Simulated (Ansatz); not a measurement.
**Energy profile**

The step: CH₆Ge ([CH3][GeH3]) + HCl → CH₅ClGe ([CH3][GeH2][Cl]) + H₂; bonds formed: Ge1–Cl7, H2–H6; bonds broken: Ge1–H2, H6–Cl7 (atoms numbered as in the saddle structure below).

```csv
atom,x (Å),y (Å),z (Å)
Ge1,-0.4664,0.0497,-0.5957
H2,0.9605,0.8319,-1.4712
H3,-0.3426,-0.8648,-1.8502
H4,-1.7577,0.8494,-0.7342
C5,0.0000,-0.9753,0.9718
H6,0.9129,1.3930,-0.8044
Cl7,0.3933,2.2030,0.7048
H8,-0.3789,-1.9936,0.8636
H9,-0.4076,-0.4897,1.8555
H10,1.0863,-1.0037,1.0601
```

Electronic energies by CCSD(T) at an estimated basis limit (MP2 extrapolated from triple and quadruple zeta, plus CCSD(T) − MP2 in triple zeta), on PBE0-D4/def2-TZVP structures; CH₇ClGe, singlet; no counterpoise correction. Ansatz 0.2.0; basis: def2-TZVPP and def2-QZVPP; cores frozen in the correlated methods. Filled d shells of the heavier atoms are correlated. The def2 sets are not built for correlating such inner shells, so the correlated values are less sure here. Extrapolation: Hartree–Fock as exp(−7.88 √X), correlation as X^−2.97.

(1) Give the profile in kcal/mol, counted from the separated reactants. (To be estimated.)

No T1 diagnostic of these runs exceeds 0.012.

Answers

(1) The calculation gives:
| point | kcal/mol |
| --- | --- |
| separated: CH₆Ge (linked as [CH3][GeH3]; Ge1, H2, H3, H4, C5, H8, H9, H10; singlet) + HCl (H6, Cl7; singlet) | 0.00 |
| start structure | -1.73 |
| saddle | 37.83 |
| end structure | -15.07 |
| separated: CH₅ClGe (linked as [CH3][GeH2][Cl]; Ge1, H3, H4, C5, Cl7, H8, H9, H10; singlet) + H₂ (H2, H6; singlet) | -14.32 |

For scale, one of the runs: CCSD(T)/def2-TZVPP, 219 basis functions, launched by `ansatz run in.yaml --threads 4 --pin off --events-out ev --progress --plain --max-ram 9574MiB`. Time: 100 s of wall clock on 4 CPU threads of an Intel Xeon; the host was shared. Peak host memory: 3.2 GiB.
